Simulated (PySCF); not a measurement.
**PbI: energy against distance**

Set-up: basis Pb cc-pVDZ-PP with ECP60, I cc-pVDZ-PP with ECP28; scalar-relativistic core potentials; PySCF 2.14. Energies in eV from Pb + I in their ground configurations at the same level. State: ²Π (doublet), unpaired electrons π ↑.

All columns are MN15. A positive dipole means Pb(−)I(+).

| R (Å) | E (eV) | μ (D) | Mulliken charge on Pb (basis-dependent) | HOMO (eV) | LUMO (eV) | Mayer bond order | ⟨S²⟩ |
| --- | --- | --- | --- | --- | --- | --- | --- |
| 2.435 | -1.891 | -0.99 | 0.12 | -4.78 | -2.24 | 1.37 | 0.75 |
| 2.548 | -2.447 | -1.66 | 0.17 | -4.94 | -2.39 | 1.30 | 0.75 |
| 2.661 | -2.737 | -2.34 | 0.21 | -5.10 | -2.53 | 1.24 | 0.75 |
| 2.746 | -2.831 | -2.83 | 0.24 | -5.22 | -2.63 | 1.20 | 0.75 |
| 2.831 | -2.850 | -3.31 | 0.27 | -5.33 | -2.74 | 1.16 | 0.75 |
| 2.916 | -2.813 | -3.78 | 0.30 | -5.45 | -2.84 | 1.13 | 0.75 |
| 3.029 | -2.704 | -4.39 | 0.32 | -5.59 | -2.96 | 1.09 | 0.75 |
| 3.171 | -2.504 | -5.11 | 0.35 | -5.75 | -3.11 | 1.04 | 0.75 |
| 3.341 | -2.218 | -5.92 | 0.38 | -5.93 | -3.28 | 0.99 | 0.75 |
| 3.567 | -1.815 | -6.89 | 0.41 | -6.13 | -3.48 | 0.94 | 0.76 |

A fit through these points gives, at Re = 2.813 Å, μ = -3.21 D and dμ/dR = -5.64 D/Å; the reduced mass is 78.81 u.

Task: How strong is the fundamental in the double-harmonic approximation, I = 42.26·(dμ/dR)²/μred km/mol?

Result: I = 42.26·(-5.64)²/78.81 = 17.1 km/mol at MN15.

Spin–orbit coupling is left out, which matters for elements this heavy, above all for dissociation energies. The state is the lowest determinant that a PBE0 search found; another state may lie lower at other levels.
